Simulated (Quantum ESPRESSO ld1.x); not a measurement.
Excited configurations of Au II: one electron is placed in a higher orbital outside [Xe] 4f14 5d9. The ground configuration is [Xe] 4f14 5d10. Calculated with ld1.x of Quantum ESPRESSO 7.5: Dirac Kohn-Sham, PBEsol, spin-unpolarised, spherical densities, point nucleus; open shells fill j = l - 1/2 first. Excitation = E - E(ground); binding = E(ion) - E, where the ion is the core of charge +2; n* = 2/sqrt(2 binding) in atomic units, and the quantum defect is n - n*.

| outer orbital | excitation (eV) | binding (eV) | n* | quantum defect | eigenvalue (eV) | <r> (bohr) |
|---|---|---|---|---|---|---|
| 5f5/2 | 17.071 | 3.504 | 3.941 | 1.059 | -2.473 | 8.607 |
| 6s1/2 | 2.065 | 18.510 | 1.715 | 4.285 | -14.382 | 2.559 |
| 6p1/2 | 8.324 | 12.250 | 2.108 | 3.892 | -8.935 | 3.179 |
| 6d3/2 | 14.948 | 5.627 | 3.110 | 2.890 | -4.068 | 5.950 |
| 6f5/2 | 18.201 | 2.374 | 4.788 | 1.212 | -1.784 | 14.63 |
| 7s1/2 | 13.573 | 7.002 | 2.788 | 4.212 | -5.508 | 6.053 |
| 7p1/2 | 15.059 | 5.516 | 3.141 | 3.859 | -4.282 | 7.238 |
| 7f5/2 | 18.874 | 1.701 | 5.656 | 1.344 | -1.323 | 21.98 |

Estimate the row for 7d3/2.

Answer. excitation (eV) 17.206; binding (eV) 3.369; n* 4.019; quantum defect 2.981; eigenvalue (eV) -2.575; <r> (bohr) 11.15. The Delta-SCF ionisation energy is 20.575 eV (NIST Atomic Spectra Database: 20.20 eV, measured). Self-interaction in the functional shifts the binding energies and quantum defects, so they are the method's values and not measured ones. Spin polarisation and multiplet splitting are left out, so open shells lie too high by an amount that depends on their filling.

Beside tabulated values, note that spin-unpolarised runs miss the spin-polarisation part of the exchange energy of open shells.
